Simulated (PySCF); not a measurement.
# Ca₂H₄, singlet: computed properties

These are results of PBE0 in PySCF with Ca def2-TZVP, H def2-TZVP; no relativity; density-fitted integrals, not measurements.

The structure is a minimum.

Coordinates in bohr (charge 0 multiplicity 1):
```
Ca   -3.2619    0.0000    0.0000
Ca    3.2619    0.0000    0.0000
H    -7.0948    0.0000    0.0000
H     0.0000   -2.5505    0.0000
H     0.0000    2.5505    0.0000
H     7.0948    0.0000    0.0000
```

| Quantity | Value |
| --- | --- |
| Point group | D2h |
| Bond lengths | Ca–H 2.028 Å (×2), Ca–H 2.191 Å (×4) |
| Bond angles | Ca–H–Ca 104.0° (×2), H–Ca–H 76.0° (×2), H–Ca–H 142.0° (×4) |
| Rotational constants | 4.591, 0.06325, 0.06239 cm⁻¹ |
| Principal polarisabilities | 67.9, 71.1, 107.0 bohr³ |
| Atomisation energy without zero-point energy | 1062 kJ/mol |
| Rotational symmetry number | 4 |
| Enthalpy at 298.15 K above 0 K | 19.21 kJ/mol |
| Entropy at 298.15 K and 1 bar | 315.5 J/(mol K) |
| Lowest empty level | -1.44 eV |
| Heat capacity Cp at 298.15 K | 85.4 J/(mol K) |
| Principal quadrupole moments (Buckingham, traceless) about the centre of mass | -45.59, 13.96, 31.62 D Å |
| Dipole moment | 0.00 D |
| Highest occupied level | -5.96 eV |
| Zero-point energy | 47.3 kJ/mol |

Harmonic modes (masses in u: Ca 39.963, H 1.008):
```
symmetry  ω (cm⁻¹)  IR (km/mol)  μ (u)
     b2g        59          0.0   1.12
     b3u        96          732   1.03
      ag       207          0.0  17.84
     b2u       222          569   1.03
     b3g       245          0.0   1.12
     b3u       485          716   1.04
     b2u       891          825   1.04
      ag       993          0.0   1.02
     b3g       994          0.0   1.02
     b1u      1116         2039   1.04
     b1u      1293          565   1.02
      ag      1306          0.0   1.03
```

In D2h the vibrations span b2g + 2b3u + 3ag + 2b2u + 2b3g + 2b1u. The ag, b2g, b3g modes carry no infrared intensity, as symmetry demands. With a centre of inversion only u modes can be infrared active and only g modes Raman active.

Charges (e):
```json
{"atom": "Ca1", "Mulliken": "0.63", "Löwdin": "0.41", "polar tensor": "1.32", "Mayer order to Ca1": "–"}
{"atom": "Ca2", "Mulliken": "0.63", "Löwdin": "0.41", "polar tensor": "1.32", "Mayer order to Ca1": "0.14"}
{"atom": "H3", "Mulliken": "-0.24", "Löwdin": "-0.25", "polar tensor": "-0.67", "Mayer order to Ca1": "0.91"}
{"atom": "H4,5", "Mulliken": "-0.39", "Löwdin": "-0.16", "polar tensor": "-0.65", "Mayer order to Ca1": "0.41"}
{"atom": "H6", "Mulliken": "-0.24", "Löwdin": "-0.25", "polar tensor": "-0.67", "Mayer order to Ca1": "0.01"}
```
Other Mayer orders above 0.3: Ca–H 0.41 (×2), Ca–H 0.91.

Mulliken populations on Ca1: s 6.55, p 12.42, d 0.41.

This need not be the most stable arrangement of these atoms.

The final relaxation and frequency run took 61 s on 2 threads of a shared Arm Neoverse N1 host, with 96 basis functions and 14 gradients; the process peaked at 1.4 GiB.
